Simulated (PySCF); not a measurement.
```xyz
8

B     -1.4322    -0.0513    -0.0403
B      0.0874    -0.3180    -0.5652
C      1.3707     0.3115     0.0966
O      1.9003    -0.2679     1.0229
H     -2.1157     0.8004    -0.5256
H     -1.9162    -0.6966     0.8391
H      0.3049    -1.0473    -1.4891
H      1.8008     1.2691    -0.2810
```

Charge 0, multiplicity 1.

Task: Give the Mulliken and meta-Löwdin atomic charges from PBE-D3(BJ)/def2-TZVP // B3LYP-D3(BJ)/def2-TZVP (PySCF).

Result: 
| atom | Mulliken (e) | meta-Löwdin (e) |
|---|---|---|
| B1 | -0.09 | -0.11 |
| B2 | 0.00 | -0.02 |
| C3 | 0.09 | 0.20 |
| O4 | -0.22 | -0.34 |
| H5 | 0.04 | 0.06 |
| H6 | 0.05 | 0.06 |
| H7 | 0.06 | 0.07 |
| H8 | 0.07 | 0.08 |
